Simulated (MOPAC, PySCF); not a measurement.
C₄H₄BFO, SMILES `Bc1coc(F)c1`, neutral singlet in the gas phase. 

Z-matrix (Å, degrees):
```
C
C 1 1.3804
O 2 1.3532 1 111.26
C 3 1.3539 2 106.38 1 0.00
F 4 1.3103 3 114.69 2 -180.00
C 4 1.3545 5 133.09 3 -180.00
H 6 1.0863 4 126.98 5 -0.02
H 2 1.0872 3 116.13 4 179.99
B 1 1.5271 2 124.61 8 0.02
H 9 1.2063 1 121.10 2 179.99
H 9 1.2074 10 119.59 1 179.99
```
Charge 0, spin multiplicity 1.

All levels are single points at this geometry (B3LYP-D3(BJ)/def2-SVP); Pople sets use spherical d functions. Orbital energies aren't observables, and empty levels follow the basis.

```csv
level,HOMO (eV),LUMO (eV),gap (eV),dipole (D),"vertical IE, Delta-SCF (eV)"
M06-2X/def2-TZVP in PySCF,-8.18,-1.03,7.15,0.50,9.26
B3LYP/6-311+G** in PySCF,-6.95,-2.19,4.76,0.43,–
SVWN5/6-31G* in PySCF,-5.89,-2.73,3.16,0.65,9.14
HF/STO-3G in PySCF,-7.11,5.45,12.56,0.37,–
PM3 in MOPAC,-9.90,-0.68,9.22,0.93,–
PM6 in MOPAC,-9.83,-0.76,9.07,0.91,–
```
